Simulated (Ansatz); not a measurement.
Consider the isomerisation: `C[SiH](O)[Si](O)(F)F` → `O[SiH2]C[Si](O)(F)F`.

Gas-phase electronic energies from Ansatz, PBE0-D4/def2-TZVP geometries. CBS: MP2 limit from def2 TZ/QZ plus the TZ coupled-cluster correction, frozen cores. DFT in def2-TZVPP. Each species was taken in one conformer, which may not be the lowest.

```
             level  ΔE (kJ/mol)
            B2PLYP        -39.8
CCSD(T)/def2-TZVPP        -45.7
SCS-MP2/def2-QZVPP        -46.7
      HF/CBS(def2)        -45.3
```

Problem. What does CCSD(T)/CBS give? (Estimate.)

Solution. Computed: -43.6 kJ/mol. The listed levels differ from it by 3.8, -2.1, -3.1, -1.7 kJ/mol.

Largest T1 diagnostic among the species: 0.012.

From PBE to PBE0 (25 % exact exchange), in def2-TZVPP and without D4, ΔE moves by −8.0 kJ/mol. The D4 term adds −3.3 kJ/mol with B3LYP and −1.5 kJ/mol with PBE0; it sums over pairs of atoms, weighted by their polarisabilities, and B3LYP, whose exchange is more repulsive, gets the larger term.

B3LYP here is the variant with VWN-RPA as its local correlation; programs differ in this.
